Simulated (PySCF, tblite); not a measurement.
Isomers of C5H16FNSi2, one GFN2-xTB conformer each. Single-point energies are computed at PBE0/pcSseg-1 (PySCF, gas phase, no added dispersion term), electronic only.

Question: Rank them by PBE0/pcSseg-1 energy, lowest first (kcal/mol).
A. `[CH3:1][NH:2][C:3]([CH3:4])([CH3:5])[SiH2:6][Si@@H:7]([CH3:8])[F:9]` with C1–N2–C3–C4 51°, N2–C3–Si6–Si7 -41°, C3–Si6–Si7–C8 84°
B. `[CH3:1][NH:2][C:3]([CH3:4])([CH3:5])[CH2:6][SiH2:7][SiH2:8][F:9]` with C1–N2–C3–C4 64°, N2–C3–C6–Si7 53°, C3–C6–Si7–Si8 -39°, C6–Si7–Si8–F9 -56°
C. `[CH3:1][C@H:2]([F:3])[CH2:4][CH2:5][NH:6][CH:7]([SiH3:8])[SiH3:9]` with C1–C2–C4–C5 176°, C2–C4–C5–N6 69°, C4–C5–N6–C7 170°, C5–N6–C7–Si8 57°
D. `[CH3:1][N:2]([CH3:3])[SiH2:4][C@@H:5]([F:6])[CH2:7][CH2:8][SiH3:9]` with C1–N2–Si4–C5 165°, N2–Si4–C5–F6 87°, Si4–C5–C7–C8 -54°, C5–C7–C8–Si9 -175°

Answer: A (0.0), B (3.2), D (41.8), C (53.8).

As drawn, the lowest has an Si–F bond and an Si–Si bond, which the highest lacks. GFN2-xTB itself gives, in the same order: 10.5, 0.0, 27.2, 45.2. GFN2-xTB puts CNC(C)(C)C[SiH2][SiH2]F lowest instead; measured from each level's own lowest isomer, the values differ by up to 14.6 kcal/mol (CN(C)[SiH2][C@@H](F)CC[SiH3]: 27.2 against 41.8).

Question: Which frontier levels, dipoles and rotational constants go with these structures?

Answer: 
```csv
SMILES,"HOMO (eV, PBE0/pcSseg-1)",LUMO (eV),dipole (D),"A, B, C (MHz)"
CNC(C)(C)[SiH2][Si@@H](C)F,-6.58,-0.17,3.47,"1701, 707.3, 602.7"
CNC(C)(C)C[SiH2][SiH2]F,-6.78,-0.20,3.11,"1493, 885.3, 686.4"
CN(C)[SiH2][C@@H](F)CC[SiH3],-6.39,0.68,1.66,"2637, 438.2, 396.6"
C[C@H](F)CCNC([SiH3])[SiH3],-6.23,0.50,1.36,"1913, 493.7, 419.7"
```

Question: What happens when harmonic zero-point energies from GFN2-xTB frequencies are added?

Answer: 
| SMILES | ZPE (kcal/mol) | electronic (kcal/mol) | with ZPE (kcal/mol) |
| --- | --- | --- | --- |
| CNC(C)(C)[SiH2][Si@@H](C)F | 125.9 | 0.0 | 0.0 |
| CNC(C)(C)C[SiH2][SiH2]F | 126.0 | 3.2 | 3.2 |
| CN(C)[SiH2][C@@H](F)CC[SiH3] | 123.3 | 41.8 | 39.2 |
| C[C@H](F)CCNC([SiH3])[SiH3] | 122.0 | 53.8 | 49.8 |

The zero-point energies span 4.0 kcal/mol. The order is unchanged.
